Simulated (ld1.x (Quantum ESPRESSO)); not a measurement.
gallium (Ga): one change to a TM potential, before and after

gallium, norm-conserving Troullier–Martins (Kleinman–Bylander form), made with ld1.x (Quantum ESPRESSO) 7.5 (LDA (PZ), scalar-relativistic). Core [Ar] 3d10, reference 4s2 4p1. Waves: 4s (bound): rc 1.90 bohr; 4d channel at -0.05 Ry: rc 1.75 bohr; 4p (bound): rc 2.25 bohr. Local part: the p channel. Core correction: a·sin(br)/r model core, default radius (core density twice the valence density).

All-electron outer shells of the reference configuration (LDA (PZ), scalar-relativistic, ld1.x):

```
shell  level (eV)  outermost node (bohr)  outermost maximum (bohr)
   3p      -98.65                   0.24                      0.56
   3d      -19.40                      –                      0.53
   4s       -9.17                   0.81                      1.87
   4p       -2.74                   0.87                      2.53
```

Change: core correction none.

Cutoffs: the cutoffs (Ry, on a coarse ladder) from which the occupation-weighted sum of valence levels, in a spherical-Bessel basis at the reference potential, stays within 10 and 1 mRy of its value at 400 Ry; they do not see the model core or the augmentation charge, which bear on the density cutoff. Errors are all-electron minus pseudo energies relative to the spin-unpolarised reference configuration.

Q: What does the change do?

A: The potential gets neither clearly harder nor softer (15 Ry and 35 Ry → 15 Ry and 35 Ry); both files keep a bound ghost (d, s); of the 9 tests that both files solve, the error grows in 3 and shrinks in 4 by more than 15 % and 0.3 meV (median size 16.1 → 15.7 meV). The default core radius of the base comes out at 1.55 bohr.

| quantity | base | changed |
| --- | --- | --- |
| cutoff, loose | 15 Ry | 15 Ry |
| cutoff, tight | 35 Ry | 35 Ry |
| bound ghosts | s, d | s, d |
| error for 4s2 4p0, meV [ΔE 5.89 eV] | -14 | +6.4 |
| error for 4s1 4p0, meV [ΔE 27.39 eV] | -191 | +113 |
| error for 4s2 4p0.5, meV [ΔE 2.12 eV] | -2.1 | +1.0 |
| error for 4s1 4p2, meV [ΔE 6.61 eV] | -16 | +15 |
| error for 4s1 4p1, meV [ΔE 13.34 eV] | -51 | +24 |
| error for 4s2 4p1.3, meV [ΔE -0.58 eV] | -0.1 | +0.3 |
| error for 4s0 4p3, meV [ΔE 13.54 eV] | -58 | +77 |
| error for 4s2 4p1 (spin-polarised), meV [ΔE -0.13 eV] | -0.7 | +16 |
| error for 4s1 4p0 (spin-polarised), meV [ΔE 27.08 eV] | -197 | +423 |
| s: phases at 2.45 bohr within 0.05 rad from the reference energy up to (Ry; the scan ends near 5) | 2.7 | 2.7 |
| p: phases at 2.45 bohr within 0.05 rad from the reference energy up to (Ry; the scan ends near 5) | 3.7 | 3.7 |
| d: phases at 2.45 bohr within 0.05 rad from the reference energy up to (Ry; the scan ends near 5) | to the end of the scan | to the end of the scan |

 A true bound ghost makes a file unfit for plane-wave use even where its test errors are small: the radial tests pick states by their node count and pass the ghost by.
